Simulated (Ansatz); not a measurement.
The same path of AlBrCl$_{3}$H (6 atoms, charge 0, multiplicity 1) was run twice with different band settings. Lost on the way: Br5–H6. Made: Cl2–H6.

Method: Ansatz 0.2.0, RKS PBE0/def2-SVP.

Relaxed end points:

```xyz
6
Properties=species:S:1:pos:R:3
Al 0.010 -0.013 0.118
Cl 0.002 0.638 2.127
Cl 1.806 0.119 -0.955
Cl -1.798 0.027 -0.940
Br 0.079 -2.625 0.820
H 0.078 -2.173 2.177
```

```xyz
6
Properties=species:S:1:pos:R:3
Al 0.021 -0.615 -0.188
Cl 0.014 0.095 2.268
Cl 1.803 0.281 -0.831
Cl -1.803 0.198 -0.824
Br 0.076 -2.823 0.340
H 0.065 -1.164 2.581
```

Common settings: movable images 7; spring 5.0 eV/Å²; start path through a guess of the saddle point; force threshold 0.05 eV/Å; iteration limit 60; end points relaxed.

| run | climbing image | optimiser |
| --- | --- | --- |
| 1 | yes | quadratic models (default) |
| 2 | from the first iteration | lbfgs |

Problem. What does each run give, and how far can it be trusted?

Solution. Run 1: converged after 7 iterations, highest image 0.177 eV above the first end. A vibrational analysis at the climbing image gives one clearly imaginary mode, 407i cm⁻¹: a first-order saddle point.
Run 2: converged after 26 iterations, highest image 0.178 eV above the first end. Another band between the same ends (7 images) ends at a top of the same energy, where a vibrational analysis finds 1 clearly imaginary mode.
The orbitals stay closed-shell, which can raise the energy where a bond breaks towards radicals; this wasn't checked here.
